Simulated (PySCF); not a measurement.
These are PBE-D3(BJ)/def2-TZVP // TPSS-D3(BJ)/def2-SVP in PySCF values and carry that method's errors. Isolated molecules, 0 K electronic values unless said otherwise. One relaxed conformer stands for a flexible species; it need not be the lowest. 

Reference species: [Nb(=O)(F)3] (neutral, multiplicity 1).

* **coordination number**: 4
* **mean distance from the central atom to its bonded neighbours**: 1.829 Å
* **LUMO**: -3.30 eV

After one change: the coordination number is nearly the same; the mean distance from the central atom to its bonded neighbours increases by 0.392 Å; the LUMO falls by 0.09 eV.

Q: What was changed between the two runs? The new species is one of these.
A) [Nb(=O)(OCH3)3]
B) [Nb(=O)(SH)3]
C) [Nb(=O)(OH)3]
D) [Nb(=O)(H)3]

A: B, [Nb(=O)(SH)3]
